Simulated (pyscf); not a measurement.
# HO–CH•–CH₂–OH (SMILES O[CH]CO), doublet

Gas-phase minimum from PySCF at ωB97X-D3(BJ)/def2-SVP, one conformer. Other isomers of HO–CH•–CH₂–OH were not searched in full and may lie lower. 

SMILES: O[CH]CO
```xyz
9

O     -0.0340     1.0190    -2.2549
C      0.4461     0.4815    -1.1055
C     -0.4880    -0.4316    -0.3766
O     -1.7952     0.1323    -0.3604
H     -1.0021     0.9852    -2.1744
H      1.5311     0.3396    -1.0915
H     -0.1079    -0.6557     0.6374
H     -0.6050    -1.4018    -0.9005
H     -1.7586     0.9223     0.1945
```
Charge 0, spin multiplicity 2.

Bonded distances (Å): O1–C2 1.357, O1–H5 0.972, C2–C3 1.496, C2–H6 1.094, C3–O4 1.424, C3–H7 1.106, C3–H8 1.109, O4–H9 0.966. Angles (°): C2–O1–H5 105.6, O1–C2–C3 115.7, O1–C2–H6 114.4, C3–C2–H6 122.3, C2–C3–O4 109.7, C2–C3–H7 110.8, C2–C3–H8 111.7, O4–C3–H7 112.7, O4–C3–H8 104.8, H7–C3–H8 107.0, C3–O4–H9 107.2.

Properties at ωB97X-D3(BJ)/def2-SVP:

```
Item                                                                                                                                                                                                                                       Value
---------------------------------------------------------------------------------------------------------------------  -------------------------------------------------------------------------------------------------------------------------
Harmonic wavenumbers, unscaled                                                                                         189, 323, 391, 532, 650, 711, 948, 979, 1101, 1183, 1194, 1350, 1382, 1398, 1476, 1488, 3022, 3085, 3229, 3769, 3856 cm⁻¹
Zero-point energy                                                                                                                                                                                                                  46.1 kcal/mol
Rotational symmetry number                                                                                                                                                                                                                     1
Entropy of this conformer at 298 K and 1 atm, rigid rotor and harmonic oscillator, modes under 100 cm⁻¹ raised to 100                                                                                                            292.3 J/(mol K)
Dipole moment                                                                                                                                                                                                                             1.44 D
Spin expectation value S2                                                                                                                                                                                                                  0.753
```

Single-point totals, which compare only within one level:

```
level                   total energy (hartree)
----------------------  ----------------------
ωB97X-D3(BJ)/def2-TZVP              -229.75838
PBE/def2-TZVP                       -229.43162
r²SCAN/def2-TZVP                    -229.57409
B3LYP-D3(BJ)/def2-TZVP              -229.70731
PBE0-D3(BJ)/def2-TZVP               -229.44387
M06-2X/def2-TZVP                    -229.59474
ωB97M-D3(BJ)/def2-TZVP              -229.74411
```

Soft torsions are taken as harmonic, which can shift the entropy by several J/(mol K).
